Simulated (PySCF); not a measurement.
# Tc+: ionisation energy

Tc+ [Kr] 4d5 5s1 (7S) → Tc(2+) [Kr] 4d5 (6S), as a difference of total energies. Calculation: PySCF 2.14, in aug-cc-pVTZ-PP with ECP28MDF; scalar relativity through the core potential. Correlated levels: valence: 4s2 4p6 frozen. The calculations carry no spin-orbit coupling.

| method | ionisation energy (eV) |
| --- | --- |
| UHF | 14.240 |
| LDA | 15.971 |
| PBE | 15.674 |
| PBE0 | 15.381 |
| r2SCAN | 15.627 |
| HSE06 | 15.410 |
| M06-2X | 15.083 |
| TPSS | 15.425 |
| CAM-B3LYP | 15.259 |
| MP2 (valence) | 14.827 |
| SCS-MP2 (valence) | 14.436 |

Task: How much does correlation contribute at MP2 (valence)?

Result: 14.827 − (14.240) = 0.587 eV, measured against UHF.

Errors of the correlated levels include the incompleteness of this basis and the frozen core.

For comparison: 15.26 eV (semi-empirical (NIST evaluation); NIST Atomic Spectra Database, ionization energies).
